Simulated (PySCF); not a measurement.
# CaTl: one state, many levels of theory

State: ²Π (doublet), unpaired electrons π ↑. Set-up: basis Ca def2-SVPD, Tl def2-SVPD with ECP60; scalar-relativistic core potentials; PySCF 2.14. De refers to Ca + Tl in their high-spin ground configurations, without counterpoise correction. The functionals are run spin-unrestricted. A positive dipole means Ca(−)Tl(+). Levels whose curve was spin-contaminated or gave no clean fit are not listed.

| Level | Re (Å) | ωe (cm⁻¹) | De (eV) | μ (D) |
| --- | --- | --- | --- | --- |
| ROHF-MP2 | 3.404 | 98.6 | 0.381 | n/a |
| ROHF-SCS-MP2 | 3.470 | 86.6 | 0.290 | n/a |
| PBE | 3.274 | 123 | 0.73 | -1.55 |
| M06 | 3.280 | 123 | 0.70 | -1.41 |

The bond length runs from 3.274 Å (PBE) to 3.470 Å (ROHF-SCS-MP2). De spans 0.29 eV (ROHF-SCS-MP2, perturbation theory) to 0.73 eV (PBE, GGA).

Correlated steps freeze 9 core orbitals. Correlated levels converge slowly with the basis: in double zeta they bind strong bonds too weakly, by up to about 1 eV, and carry superposition errors of some tenths. Spin–orbit coupling is left out, which matters for elements this heavy, above all for dissociation energies. The state was picked by a PBE0 search and need not be the measured ground state.

The whole job (state search and all levels along the bond) took about 3.1 min on 1 thread of Oxide Virtual Turin-like (shared host), peak memory 0.81 GiB.
